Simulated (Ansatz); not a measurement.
Consider the redistribution: `N[SiH2]BF` + `[SiH3][S][GeH3]` → `N[SiH2][S][GeH3]` + `FB[SiH3]`.

Calculated with Ansatz (gas phase, PBE0-D4/def2-TZVP geometries, no zero-point term in ΔE). CCSD(T)/CBS adds triple-zeta CCSD(T) − MP2 to the extrapolated MP2 energy (def2 sets, frozen cores). Functionals use def2-TZVPP. B3LYP here is the variant with VWN-RPA as its local correlation; programs differ in this. HSE06 is defined as in plane-wave codes. For Ge outer-core shells are correlated without core-valence functions, which leaves a few kJ/mol of doubt a bond. Scalar relativity is left out up to krypton. One conformer a species, not always the lowest.

`N[SiH2]BF`:

```xyz
9

N    -0.195    1.353   -0.737
Si    0.407   -0.242   -0.477
B    -0.223   -0.851    1.359
F     0.298   -1.937    1.906
H     0.056    1.867   -1.566
H    -1.135    1.578   -0.451
H     1.894   -0.200   -0.562
H    -0.028   -1.271   -1.479
H    -1.074   -0.296    2.008
```

`[SiH3][S][GeH3]`:

```xyz
9

Si   -1.404    0.441    0.725
S     0.619    0.152    1.329
Ge    1.459   -0.437   -0.647
H    -1.504    1.493   -0.320
H    -2.149    0.861    1.937
H    -1.985   -0.815    0.183
H     2.953   -0.682   -0.404
H     1.245    0.701   -1.658
H     0.766   -1.715   -1.144
```

`N[SiH2][S][GeH3]`:

Z-matrix (Å, degrees):
```
Si
S 1 2.147
N 1 1.708 2 113.0
H 1 1.484 2 109.4 3 119.4
H 1 1.486 2 107.5 3 -120.8
Ge 2 2.223 1 97.0 3 165.2
H 3 1.008 1 120.3 2 -64.4
H 3 1.007 1 119.6 2 79.7
H 6 1.533 2 106.4 1 162.7
H 6 1.538 2 109.6 1 43.2
H 6 1.536 2 110.1 1 -77.4
```

`FB[SiH3]`:

```xyz
7

F    -0.448    1.310   -1.697
B     0.386    0.601   -0.957
Si   -0.270   -0.419    0.678
H     1.536    0.594   -1.313
H     0.543   -0.014    1.859
H    -0.039   -1.874    0.451
H    -1.709   -0.198    0.979
```

| level | ΔE (kcal/mol) | difference from CCSD(T)/CBS |
| --- | --- | --- |
| LDA (SPW92) | -5.0 | -0.8 |
| revPBE-D4 | -4.4 | -0.2 |
| BLYP-D4 | -4.1 | 0.1 |
| B97M-V | -4.4 | -0.2 |
| r2SCAN0-D4 | -4.4 | -0.2 |
| BHLYP-D4 | -3.9 | 0.3 |
| B2PLYP | -4.0 | 0.2 |
| B3LYP | -3.8 | 0.4 |
| r2SCANh | -4.4 | -0.2 |
| HSE06 | -4.1 | 0.1 |
| LC-ωPBE | -3.9 | 0.3 |
| CCSD(T)/def2-SVP | -4.1 | 0.1 |
| CCSD/def2-TZVPP | -4.0 | 0.2 |
| HF/CBS(def2) | -3.3 | 0.9 |
| MP2/CBS(def2) | -4.2 | 0.0 |
| CCSD/CBS(def2) | -4.0 | 0.2 |
| CCSD(T)/CBS | -4.2 | 0 |

Largest T1 diagnostic among the species: 0.014.

Leaving LDA and LC-ωPBE aside and taking each functional with its dispersion term where it has one, the values, not all of them listed here, spread over 0.6 kcal/mol, from r2SCAN-D4 to BHLYP-D4. LDA lies −0.7 kcal/mol from PBE without D4. In def2-TZVPP, CCSD(T) changes the Hartree–Fock value by −0.9 kcal/mol (the triples alone add −0.2 kcal/mol) and MP2 by −1.0 kcal/mol.
